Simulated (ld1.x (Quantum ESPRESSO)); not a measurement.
**Configuration tests for V (PAW)**

ld1.x (Quantum ESPRESSO) 7.5 input, shortened:

```
&input
   title='V', zed=23., rel=1, dft='BLYP', iswitch=3,
   config='[Ar] 3d4 4s1 4p0'
 /
 &inputp
   pseudotype=3, lpaw=.true., tm=.true., lloc=-1, rcloc=2.10,
   nlcc=.true., new_core_ps=.true.,
   which_augfun='BESSEL', rmatch_augfun=1.65
 /
6
4S  1  0   1.00   0.00  2.80  3.05  0.0
4S  1  0   0.00   0.40  2.80  3.05  0.0
4P  2  1   0.00   0.00  2.35  3.10  0.0
4P  2  1   0.00   0.35  2.35  3.10  0.0
3D  3  2   4.00   0.00  1.95  2.70  0.0
3D  3  2   0.00   0.25  1.95  2.70  0.0
 &test
   configts(1)='3d4 4s1 4p0'
 /
```

Energies are relative to the spin-unpolarised reference configuration 3d4 4s1 4p0; without spin polarisation the order of configurations can differ from experiment.

| valence configuration | charge | ΔE all-electron (eV) | error AE − PS (meV) |
| --- | --- | --- | --- |
| 3d3 4s2 4p0 | 0 | -0.603 | -20 |
| 3d3 4s1 4p0 | +1 | 7.087 | -59 |
| 3d3 4s0 4p2 | 0 | 6.353 | -96 |
| 3d3 4s1 4p1 | 0 | 2.766 | -62 |
| 3d3 4s0 4p1 | +1 | 11.237 | -101 |

Task: What are ΔE and the potential's error for 3d3 4s0 4p0?

Result: ΔE = 21.536 eV all-electron; the error (AE − PS) is -131 meV.

Task: What are ΔE and the potential's error for 3d4 4s0 4p0?

Result: ΔE = 6.668 eV all-electron; the error (AE − PS) is -6.9 meV.

Levels in the configuration 3d3 4s0 4p1:

```json
{"level": "3d", "all-electron (eV)": "-13.746", "pseudo (eV)": "-14.055"}
{"level": "4p", "all-electron (eV)": "-7.461", "pseudo (eV)": "-7.474"}
```
